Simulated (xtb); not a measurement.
CH4F2NOTa, SMILES C[N]=[Ta]([OH])([F])[F], multiplicity 1. All values are semi-empirical tight-binding results from xtb (GFN2-xTB unless named), good for trends rather than for accurate numbers. Geometry: GFN2-xTB. The spin state was assumed, not searched. One conformer was computed; it need not be the lowest.

For metal compounds this method's bond lengths and energies can be far off.

```yaml
orbital_gap: 2.89 eV
zero_point_energy: 34.1 kcal/mol
G − E(el) at 298.15 K (modified RRHO): 11.1 kcal/mol
```
